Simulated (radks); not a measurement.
Results of a calculation; reference values are marked as such.
Spin polarisation of the 4d8 shell in neutral rhodium. Start: [Kr] 4d(up 4, down 4) 5s(up 0.5, down 0.5); electrons of 4d are moved from spin down to spin up, other shells keep equal spins. Level of theory: non-relativistic Kohn-Sham, SCAN, spin-polarised, spherical densities, point nucleus; meta-GGA in the generalised Kohn-Sham scheme (a radial shooting solver on a logarithmic mesh with Libxc functionals).

| moment (Bohr magnetons) | E - E(0) (eV) | e(4d up) (eV) | e(4d down) (eV) | 5s down minus up (eV) | 4p down minus up (eV) |
|---|---|---|---|---|---|
| 0 | 0.000 | -6.457 | -6.457 | 0.000 | 0.000 |
| 0.5 | -0.050 | -6.661 | -6.244 | 0.111 | 0.460 |
| 1 | -0.203 | -6.856 | -6.022 | 0.222 | 0.919 |
| 1.5 | -0.464 | -7.043 | -5.790 | 0.332 | 1.379 |
| 2 | -0.831 | -7.221 | -5.549 | 0.441 | 1.838 |

At moment 2 the spin-polarisation energy is -0.831 eV and the 4d exchange splitting 1.672 eV, that is 0.836 eV per Bohr magneton; E = -I m^2/4 would give I = 0.831 eV.
